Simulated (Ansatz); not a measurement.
Cost and result for the atomization energy of C₃H₆ClNSi, SMILES `C[Si](C)(Cl)C#N` (12 atoms, 11 bonds).

Cartesian coordinates in Å:
```
C 0.352 -1.036 -1.262
Si -0.163 -0.282 0.346
C -0.795 1.452 0.227
Cl -1.559 -1.475 1.263
C 1.315 -0.274 1.471
N 2.251 -0.245 2.143
H -0.498 -1.083 -1.947
H 0.731 -2.048 -1.112
H 1.140 -0.436 -1.726
H -1.060 1.836 1.213
H -1.683 1.487 -0.409
H -0.032 2.104 -0.205
```

Charge 0, multiplicity 1. Geometry: relaxed with PBE0-D4/def2-TZVP. Program: Ansatz. All runs use 4 threads of an Arm Neoverse V2 on a shared host. Times are those of one run each, without the atoms' runs, and a repeat can differ threefold. Electronic energies, without spin–orbit coupling; frozen cores. CCSD(T)/CBS adds CCSD(T) − MP2 in def2-TZVPP to the MP2 limit, and its time is that of the two runs behind it. T1 = 0.011. B3LYP takes the VWN-RPA correlation (the form of Gaussian; ORCA's B3LYP/G). HSE06 is the plane-wave form, built on full-range PBE exchange.

CCSD(T)/CBS is a level of theory with its own doubt, some kJ/mol a heavy atom from the limit and from the frozen cores, so smaller differences don't rank the functionals.

```csv
level,functions,wall time
BLYP-D4/def2-TZVPP,292,2.3 s
BHLYP-D4/def2-TZVPP,292,3.9 s
HSE06-D4/def2-TZVPP,292,4.1 s
CAM-B3LYP-D4/def2-TZVPP,292,4.2 s
r2SCAN-D4/def2-TZVPP (with forces),292,5.5 s
B3LYP-D4/def2-TZVPP (with forces),292,6 s
B2PLYP/def2-TZVPP,292,7 s
CCSD(T)/def2-SVP,122,8 s
ωB97X-V/def2-TZVPP,292,9 s
ωB97M-V/def2-TZVPP (with forces),292,13 s
MP2/def2-QZVPP,548,34 s
CCSD(T)/def2-TZVPP,292,5.4 min
CCSD(T)/CBS(def2),–,5.9 min
```

(1) What atomization energy does each give, and how far from CCSD(T)/CBS? (An estimate is asked.)

Results:

(1) Computed: 
```csv
level,atomization (kcal/mol),difference from CCSD(T)/CBS,per bond
BLYP-D4/def2-TZVPP,1160.5,-0.5,0.0
BHLYP-D4/def2-TZVPP,1127.8,-33.2,-3.0
HSE06-D4/def2-TZVPP,1166.7,5.7,0.5
CAM-B3LYP-D4/def2-TZVPP,1163.5,2.5,0.2
r2SCAN-D4/def2-TZVPP (with forces),1163.1,2.1,0.2
B3LYP-D4/def2-TZVPP (with forces),1160.7,-0.3,0.0
B2PLYP/def2-TZVPP,1151.1,-9.9,-0.9
CCSD(T)/def2-SVP,1095.9,-65.1,-5.9
ωB97X-V/def2-TZVPP,1165.3,4.3,0.4
ωB97M-V/def2-TZVPP (with forces),1167.4,6.4,0.6
MP2/def2-QZVPP,1173.7,12.7,1.1
CCSD(T)/def2-TZVPP,1130.5,-30.5,-2.8
CCSD(T)/CBS(def2),1161.0,0.0,0.0
```

From BLYP to BHLYP (50 % exact exchange), in def2-TZVPP and without D4, the atomization energy moves by −26.4 kcal/mol: exact exchange takes away binding that semilocal exchange gives to molecules. The D4 term adds +11.5 kcal/mol with B3LYP and +6.2 kcal/mol with PBE0; it sums over pairs of atoms, weighted by their polarisabilities, and B3LYP, whose exchange is more repulsive, gets the larger term. Leaving LDA and LC-ωPBE aside and taking each functional with its dispersion term where it has one, the values, not all of them listed here, spread over 59.2 kcal/mol, from BHLYP-D4 to PBE-D4. LDA lies +136.2 kcal/mol from PBE without D4, its usual overbinding.
